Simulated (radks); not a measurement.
Species: Br5+. Configuration: [Ar] 3d10 4s2. Calculated with a radial shooting solver on a logarithmic mesh with Libxc functionals: Dirac Kohn-Sham, PBEsol, spin-unpolarised, spherical densities, point nucleus.

Spin-orbit splittings of the eigenvalues, e(l+1/2) - e(l-1/2), with zeta = 2 splitting/(2l+1) and mean radii in bohr:

shell  occ.  splitting (eV)  zeta (eV)  <r> j=l-1/2  <r> j=l+1/2
2p        6           47.48      31.65       0.1628       0.1667
3p        6           6.868      4.579       0.5557       0.5660
3d       10               ?          ?       0.5806       0.5844
4p        0          0.9212     0.6141        1.609        1.630

Estimate the 3d splitting.

Answer. 1.102 eV (zeta = 0.4410 eV).
